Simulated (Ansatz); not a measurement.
Ideal-gas functions of `[As]#[As]` at 400 K and 1 bar, from an Ansatz frequency run at PBE0-D4/def2-TZVP.

Molar mass 149.84 g/mol, point group D∞h (symmetry number 2), electronic degeneracy 1, moments of inertia 163.473 u Å². Harmonic wavenumbers (cm⁻¹, unscaled): 467.

Use S(trans) = R[1.5 ln M + 2.5 ln T − 1.1517]; rotational temperatures θ = 24.2544 K / I; S(rot) = R[ln(T/σθ) + 1]; for each mode x = 1.438777 ν̃/T, S = R[x/(eˣ − 1) − ln(1 − e⁻ˣ)] and H = RT x/(eˣ − 1); 1 cm⁻¹ = 0.0119627 kJ/mol; R = 8.31446 J/(mol·K).

Task: By hand: the entropy, in J/(mol·K).

Result: Translation 177.4. Rotation: θ = 0.1484 K, giving 68.2. Vibration, mode by mode: 4.92, in all 4.9. Electronic 0.0. Sum 250.5 J/(mol·K).

Task: By hand: H − E and G − E in kJ/mol, counted from the electronic energy.

Result: Zero-point energy ½ × 467 × 0.0119627 = 2.8; thermal vibration 1.3; translation, rotation and pV give 3.5 RT = 11.6. H − E = 15.7 kJ/mol, and G − E = 15.7 − 400 × 250.5/1000 = -84.5 kJ/mol.

Vibration gives 2 % of the entropy.
